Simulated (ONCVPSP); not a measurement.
## arsenic (As): one change to an ONCV potential, before and after

As (Z = 33), optimised norm-conserving Vanderbilt (ONCV), made with ONCVPSP 4.0.1 (LDA (Perdew-Zunger), scalar-relativistic). Core [Ar], reference 3d10 4s1 4p4. Waves: 4s: rc 1.45 bohr, ncon 5, nbas 10, qcut 5.2 1/bohr, 3 projectors, debl 2.3 Ha; 4p: rc 1.60 bohr, ncon 3, nbas 7, qcut 5.9 1/bohr, 1 projector; 3d: rc 0.60 bohr, ncon 4, nbas 7, qcut 15.7 1/bohr, 2 projectors, debl 1.3 Ha; f scattering state at 0.28 Ha: rc 1.75 bohr, ncon 4, nbas 8, qcut 6.4 1/bohr, 2 projectors, debl 2.6 Ha. Local part: polynomial inside 0.60 bohr (lpopt 4, dvloc0 0 Ha). Core correction: Teter function, fcfact 4, rcfact 1.2.

In the d channel the program set the typed energies aside and used -1.563, 0.250 Ha.

Change: core correction Teter function, fcfact 4, rcfact 1.9.

Cutoffs: the cutoffs (Ha) at which the residual kinetic energy of the hardest occupied pseudo-wave falls to 1 and 0.1 mHa per electron; they do not see the model core or the augmentation charge, which bear on the density cutoff. Errors are all-electron minus pseudo energies relative to the spin-unpolarised reference configuration.

Task: Predict the effect on cutoff, ghosts and configuration errors.

Result: The potential gets neither clearly harder nor softer (483 Ha and 647 Ha → 483 Ha and 647 Ha); both files keep a bound ghost (p, s); of the 4 tests that both files solve, the error grows in 4 and shrinks in 0 by more than 15 % and 0.3 meV (median size 2.2 → 5.6 meV). A model core, the more so a compact one, raises the density cutoff, which this test does not measure.

```csv
quantity,base,changed
"cutoff, loose",483 Ha,483 Ha
"cutoff, tight",647 Ha,647 Ha
bound ghosts,"s, p","s, p"
GHOST(+) flags under 300 eV,f at 58.8 eV,f at 58.8 eV
"error for 3d10 4s2 4p3, meV [ΔE -9.48 eV]",-0.8,-6.2
"error for 3d10 4s2 4p2, meV [ΔE -0.16 eV]",-2.7,-5.0
"error for 3d10 4s2 4p1, meV [ΔE 18.01 eV]",-4.7,-10
"error for 3d10 4s1 4p3, meV [ΔE 10.00 eV]",-1.7,-3.7
s: phases at 1.47 bohr within 0.05 rad from the reference energy up to (Ha; the scan ends near 5),to the end of the scan,to the end of the scan
p: phases at 1.62 bohr within 0.05 rad from the reference energy up to (Ha; the scan ends near 5),to the end of the scan,to the end of the scan
d: phases at 0.61 bohr within 0.05 rad from the reference energy up to (Ha; the scan ends near 5),to the end of the scan,to the end of the scan
f: phases at 1.77 bohr within 0.05 rad from the reference energy up to (Ha; the scan ends near 5),2.1,2.1
"rms error of d²Exc/dni dnj with the model core, mHa",4.00,1.93
```

 A true bound ghost makes a file unfit for plane-wave use even where its test errors are small: the radial tests pick states by their node count and pass the ghost by.
